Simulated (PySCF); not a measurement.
Bonds (- single, = double, # triple, : aromatic): C1#C2, C2-C3, C3-C4, C4=C5, C5-C6, C6=O7, C6-O8, O8-C9, C9-C10, C9=C3. C1 carries H11; C4 carries H12; C5 carries H13; C10 carries H14, H15, H16.

Averaged over atoms made equivalent by symmetry, fast rotation or ring inversion, in vacuum, a single conformation, no relativistic terms. Structure optimised with GFN2-xTB; PBE0/pcSseg-1 with gauge-including orbitals; PySCF 2.14.

**Question.** Predict the 2D correlation tables (HSQC, COSY, HMBC).

**Answer.** 

HSQC (one-bond C–H):
| δH | δC |
| --- | --- |
| 7.47 (H12) | 153.2 (C4) |
| 6.25 (H13) | 119.5 (C5) |
| 2.98 (H11) | 92.3 (C1) |
| 2.63 (H14/H15/H16) | 22.7 (C10) |

COSY cross peaks (H two or three bonds apart, from the bond graph; peaks can be absent where the dihedral angle is near 90°):
| δH | δH |
| --- | --- |
| 7.47 (H12) | 6.25 (H13) |

HMBC (two and three bonds, from the bond graph):
| δH | δC |
| --- | --- |
| 7.47 (H12) | 179.9 (C9), 163.0 (C6), 119.5 (C5), 103.6 (C3), 83.3 (C2) |
| 6.25 (H13) | 163.0 (C6), 153.2 (C4), 103.6 (C3) |
| 2.98 (H11) | 103.6 (C3), 83.3 (C2) |
| 2.63 (H14/H15/H16) | 179.9 (C9), 103.6 (C3) |

δ = σ(ref) − σ, references computed at the same level: $^{1}$H, $^{13}$C vs TMS.

Shifts are as computed. Against solution values, carbons near 30 ppm lie about +3 ppm off and those near 130 ppm about +5 ppm. Of 1211 compounds with measured shifts, 218 miss one by over three times the rms of a fit or turn the order of signals round; such compounds aren't used in these exercises.
